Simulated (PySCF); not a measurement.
PySCF job for Ga(Cl)(Me)(OH) (CH4ClGaO), SMILES [OH][Ga]([CH3])[Cl], TPSSh-D3(BJ)/def2-SVP. 

```python
import numpy as np
from pyscf import gto, scf, dft
import os
os.environ['JAX_PLATFORMS'] = 'cpu'
from ase import Atoms, units
from ase.calculators.calculator import Calculator, all_changes
from sella import Sella

mol = gto.M(
    atom='''
    Ga   -0.22638245   -0.04293708    0.10553993
    Cl    1.67966105    0.28269271   -0.72793107
    C    -0.82228325   -1.25019409    1.61443604
    H    -1.38839590   -2.08413182    1.19992896
    H    -1.47413661   -0.67827634    2.27344503
    H     0.03798014   -1.62863051    2.16585165
    O    -1.52566825    0.86587463   -0.61137967
    H    -1.57278427    1.49047956   -1.33171404
    ''',
    basis='def2-SVP',
    charge=0,
    spin=0,
    max_memory=1600,
    verbose=3,
)
mf = dft.RKS(mol, xc='tpssh').density_fit(auxbasis='def2-universal-jkfit')
mf.disp = 'd3bj'
mf.grids.level = 4
mf.conv_tol = 1e-9
mf.max_cycle = 100
mf.kernel()
grad = mf.nuc_grad_method()
grad.grid_response = mol.nao <= 150
scan = grad.as_scanner()
scan.verbose = scan.base.verbose = 0
class SCF(Calculator):
    implemented_properties = ['energy', 'forces']
    def calculate(self, atoms=None, properties=None, system_changes=all_changes):
        super().calculate(atoms, properties, system_changes)
        e, g = scan(mol.set_geom_(self.atoms.positions, unit='Angstrom', inplace=False))
        assert scan.converged
        self.results = {'energy': float(e) * units.Hartree, 'forces': -np.asarray(g) * units.Hartree / units.Bohr}
atoms = Atoms(mol.elements, mol.atom_coords(unit='Angstrom'), calculator=SCF())
conv = Sella(atoms, order=0, internal=True, allow_fragments=True).run(fmax=0.002, steps=150)
mol_eq = mol.set_geom_(atoms.positions, unit='Angstrom', inplace=False)
print(mol_eq.tostring(format='xyz'))
mf.reset(mol_eq)
mf.verbose = 3
mf.kernel()
```

It prints:

```
converged SCF energy = -2500.40935091799
     Step          Energy         fmax         cmax       rtrust          rho
Sella   0   -68039.604067       1.7031       0.0000       0.1000       1.0000
Sella   1   -68039.681229       1.7031       0.0000       0.1000       1.5296
Sella   2   -68039.752838       1.0086       0.0000       0.1150       0.9717
Sella   3   -68039.772609       0.4575       0.0000       0.1150       1.5378
Sella   4   -68039.795251       0.5666       0.0000       0.1150       1.1185
Sella   5   -68039.798660       0.2386       0.0000       0.1150       1.2408
Sella   6   -68039.788801       0.1807       0.0000       0.1035      -1.5218
Sella   7   -68039.801547       0.5423       0.0000       0.1035       1.0484
Sella   8   -68039.802298       0.1515       0.0000       0.1035       1.6780
Sella   9   -68039.803332       0.0935       0.0000       0.1035       1.1300
Sella  10   -68039.803582       0.0612       0.0000       0.1035       1.7356
Sella  11   -68039.804270       0.0693       0.0000       0.1035       1.0432
Sella  12   -68039.804747       0.0367       0.0000       0.1035       1.0768
Sella  13   -68039.805197       0.0379       0.0000       0.1035       1.1541
Sella  14   -68039.805764       0.0613       0.0000       0.1035       1.0651
Sella  15   -68039.806053       0.0676       0.0000       0.1190       0.9781
Sella  16   -68039.806132       0.0540       0.0000       0.1190       1.5329
Sella  17   -68039.806200       0.0328       0.0000       0.1190       0.6722
Sella  18   -68039.806236       0.0195       0.0000       0.1190       1.0787
Sella  19   -68039.806249       0.0175       0.0000       0.1190       1.5645
Sella  20   -68039.806261       0.0097       0.0000       0.1190       1.1043
Sella  21   -68039.806262       0.0037       0.0000       0.1190       1.5225
Sella  22   -68039.806263       0.0032       0.0000       0.1190       1.1966
8
XYZ from PySCF
Ga         -0.42718277       -0.06722044        0.10734012
Cl          1.44253818       -0.11843564       -0.99775279
C          -0.81329290       -1.24721100        1.60976742
H          -0.81846540       -2.29288080        1.26639294
H          -1.79341049       -0.99839288        2.04075401
H          -0.03338289       -1.13986629        2.37846476
O          -1.58911934        1.15359680       -0.48096128
H          -1.25969393        1.66528731       -1.23582836
converged SCF energy = -2500.41678147842
```

Self-consistency was reached.
